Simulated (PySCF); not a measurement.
# From computed data to an observable: dipole moment from atomic charges

Ge(F)3(SH) (F₃GeHS), SMILES [F][Ge]([SH])([F])[F]. Atoms are numbered in the order given.

```xyz
6

F     -0.8823    -1.1394    -1.1357
Ge    -0.2460     0.0427    -0.0579
F     -0.4725     1.5395    -0.8778
F     -1.2638     0.0635     1.3262
S      1.8241    -0.3303     0.5484
H      2.2550    -0.2539    -0.7347
```

Coordinates come from a B3LYP-D3(BJ)/def2-SVP optimisation. The structure was generated by enumeration, and PubChem lists no compound with its InChIKey, so it may never have been made. One conformer was computed; it need not be the lowest.

Charges (e) from PBE/def2-TZVP in PySCF:

| atom | Mulliken | IAO |
|---|---|---|
| F1 | -0.296 | -0.474 |
| Ge2 | 0.969 | 1.515 |
| F3 | -0.296 | -0.474 |
| F4 | -0.297 | -0.473 |
| S5 | -0.271 | -0.226 |
| H6 | 0.191 | 0.133 |

The dipole moment of the full density is 2.48 D.

**Question.** What dipole moment does each set of point charges give, and which comes closer to that of the density?

**Answer.** 
μ = Σ q r, and 1 e Å = 4.8032 D.
Mulliken: Σ q r = (0.474, -0.055, -0.143) e Å, |μ| = 2.39 D.
IAO: Σ q r = (0.755, -0.114, 0.018) e Å, |μ| = 3.67 D.
Mulliken comes closer in size. Point charges leave out the atoms' own dipoles (lone pairs, polarised bonds); fits to the potential absorb them, partitions of the density don't.
